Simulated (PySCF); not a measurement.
## Calculated data, Al₂H₂N

Calculation on a computer-drawn molecule: the log of a Hartree-Fock and frozen-core CCSD(T) single point meant for a local Hartree-Fock minimum, with one planted fault or none, to be diagnosed. Offsets are logged minus clean, where the clean run is the same molecule without the fault. The reference is restricted for singlets and unrestricted otherwise, and also for a bond in bohr or an excited solution. Adding or removing an electron swaps singlet and doublet. The excited solution moves the top pair (singlet) or top alpha electron (doublet) to the lowest empty orbital. Highest occupied and lowest empty are orbital energies over both spins, largest force is the largest gradient component, triples share is (T) over the correlation energy, the T1 limit is 0.02 restricted and 0.045 unrestricted, electrons count all cores, a negative frequency is imaginary (commonest isotopes), and the dipole is about the centre of nuclear charge. Program: PySCF 2.14.0.

Common to all runs: meant charge 1; meant multiplicity 1; meant basis cc-pV(D+d)Z; logged electrons 34; logged SCF converged yes; logged spin squared 0; logged CC converged yes; logged SCF stable within its kind yes; possible faults no fault, one electron removed, one electron added, multiplicity raised by two, geometry at a saddle point, SCF held on an excited solution, minimal basis STO-3G, one bond length entered in bohr, all coordinates scaled.

(1) 
```xyz
5
formula=Al2H2N logged_basis_functions=70 logged_highest_occupied=-15.316 logged_lowest_empty=-3.0289 logged_largest_force=1.631e-05 logged_lowest_frequency=127.7 logged_T1_diagnostic=0.019772 logged_D1_diagnostic=0.040415 logged_triples_share=0.034102 logged_dipole_magnitude=0.0007005 logged_energy_HF=-539.22461 logged_energy_CCSD(T)=-539.5184 planted_fault=no_fault HF_energy_offset_from_clean_run=0 CCSD(T)_energy_offset_from_clean_run=0
Al    -0.7665     0.7966     2.7002
N      0.4789     0.0115     1.9284
Al     1.7244    -0.7735     1.1565
H     -1.9212     1.5247     3.4158
H      2.8791    -1.5013     0.4407
```

Units: logged_highest_occupied, logged_lowest_empty in eV; logged_largest_force in hartree/bohr; logged_lowest_frequency in cm⁻¹; logged_dipole_magnitude in debye; logged_energy_HF, logged_energy_CCSD(T) in hartree; HF_energy_offset_from_clean_run, CCSD(T)_energy_offset_from_clean_run in kcal/mol.

Drawn bonds:
| atom | other atom | order |
| --- | --- | --- |
| 1 | 2 | 2 |
| 2 | 3 | 1 |
| 1 | 4 | 1 |
| 3 | 5 | 1 |

(2) 
```xyz
5
formula=Al2H2N logged_basis_functions=25 logged_highest_occupied=-11.408 logged_lowest_empty=2.7178 logged_largest_force=0.027317 logged_T1_diagnostic=0.02969 logged_D1_diagnostic=0.070199 logged_triples_share=0.069078 logged_dipole_magnitude=0.0006477 logged_energy_HF=-532.77425 logged_energy_CCSD(T)=-532.93743
Al    -0.7665     0.7966     2.7002
N      0.4789     0.0115     1.9284
Al     1.7244    -0.7735     1.1565
H     -1.9212     1.5247     3.4158
H      2.8791    -1.5013     0.4407
```

Units: logged_highest_occupied, logged_lowest_empty in eV; logged_largest_force in hartree/bohr; logged_dipole_magnitude in debye; logged_energy_HF, logged_energy_CCSD(T) in hartree.

Drawn bonds:
| atom | other atom | order |
| --- | --- | --- |
| 1 | 2 | 2 |
| 2 | 3 | 1 |
| 1 | 4 | 1 |
| 3 | 5 | 1 |

Notes: T1 above single-reference limit.

Question: Which fault was planted in the run of Al₂H₂N (entry 2)?
Answer: minimal basis STO-3G

Further results for Al₂H₂N (entry 2):

| Quantity | Value |
| --- | --- |
| HF energy offset from clean run | 4048 kcal/mol |
| CCSD(T) energy offset from clean run | 4130 kcal/mol |
